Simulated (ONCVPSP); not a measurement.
antimony (Sb): excitation energies, all-electron against ONCV

* Element: antimony
* Generator: ONCVPSP 4.0.1
* Type: optimised norm-conserving Vanderbilt (ONCV)
* Functional: LDA (Perdew-Wang 92)
* Relativity: scalar-relativistic
* Frozen core: [Ar] 3d10
* Valence charge: 23
* Reference configuration: 4s2 4p6 4d10 5s2 5p3
* Partial waves: 4s+5s: rc 1.25 bohr, ncon 4, nbas 8, qcut 12.1 1/bohr, 2 projectors; 4p+5p: rc 1.60 bohr, ncon 4, nbas 8, qcut 6.7 1/bohr, 3 projectors, debl 2.9 Ha; 4d: rc 0.95 bohr, ncon 5, nbas 10, qcut 10.7 1/bohr, 2 projectors, debl 2.5 Ha; f scattering state at 0.27 Ha: rc 1.55 bohr, ncon 5, nbas 8, qcut 7.4 1/bohr, 1 projector
* Local potential: polynomial inside 0.70 bohr (lpopt 3, dvloc0 0 Ha)
* Core correction: none

Energies are relative to the spin-unpolarised reference configuration 4s2 4p6 4d10 5s2 5p3; without spin polarisation the order of configurations can differ from experiment.

```
valence configuration  charge  ΔE all-electron (eV)  error AE − PS (meV)
 4s2 4p6 4d10 5s2 5p2      +1                 8.515                 -1.9
 4s2 4p6 4d10 5s2 5p1      +2                24.762                 -5.9
 4s2 4p6 4d10 5s2 5p0      +3                49.542                  -13
  4s2 4p6 4d9 5s2 5p4       0                31.016                 +2.7
```

Levels in the configuration 4s2 4p6 4d9 5s2 5p4:

```csv
level,all-electron (eV),pseudo (eV)
4s,-155.601,-155.576
4p,-108.415,-108.364
4d,-39.538,-39.513
5s,-14.943,-14.941
5p,-6.049,-6.049
```
